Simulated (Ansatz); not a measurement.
`OC(F)([SiH3])Cl` + H₂ → `OC([SiH3])Cl` + H–F at 600 K and 1 bar (hydrogenolysis of a C–F bond).

Isolated molecules relaxed with PBE0-D4/def2-TZVP in Ansatz; ΔE leaves out vibrations. CBS: MP2 limit from def2 TZ/QZ plus the TZ coupled-cluster correction, frozen cores. This one scheme is used for every species. Each species was taken in one conformer, which may not be the lowest.

| species | CCSD(T)/CBS energy (Eh) | H − E (kJ/mol) | S (J/(mol·K)) |
| --- | --- | --- | --- |
| `OC(F)([SiH3])Cl` | -964.26424 | 188.9 | 427.4 |
| H₂ | -1.17544 | 43.9 | 150.8 |
| `OC([SiH3])Cl` | -865.07237 | 205.4 | 402.3 |
| H–F | -100.39570 | 42.3 | 194.0 |

H − E and S are ideal-gas, rigid-rotor, harmonic terms from PBE0-D4/def2-TZVP, for one conformer and one mirror image of each species. For small species the MP2-based limit differs from directly extrapolated CCSD(T) by up to some mEh (0.8 for H₂); such offsets cancel only in part. 1 Eh = 2625.50 kJ/mol, R = 8.31446 J/(mol·K).

Problem. By hand: ΔE, ΔH, ΔS and ΔG.

Solution. ΔE = (-865.07237) + (-100.39570) − (-964.26424) − (-1.17544) = -0.02839 Eh = -74.5 kJ/mol. Δ(H − E) = 205.4 + 42.3 − 188.9 − 43.9 = 14.9, so ΔH = -59.6 kJ/mol. ΔS = 402.3 + 194.0 − 427.4 − 150.8 = 18.1 J/(mol·K). ΔG = -59.6 − 600 × (18.1)/1000 = -70.5 kJ/mol.

Problem. By hand: the equilibrium constant, and the temperature at which ΔG would vanish if ΔH and ΔS stayed fixed.

Solution. log₁₀ K = −ΔG/(RT ln 10) = 6.1. ΔH and −TΔS have one sign here, so there is no such temperature.

ΔH outweighs TΔS. A doubt of 5 kJ/mol in ΔE shifts log₁₀ K by 0.4 here. Other conformers and mirror images would add mixing entropy, several J/(mol·K) or more a flexible species. These are equilibria of isolated gas molecules and say nothing of rates. Largest T1 diagnostic: 0.012 (customary marks: 0.02 for closed shells, 0.045 for open ones).
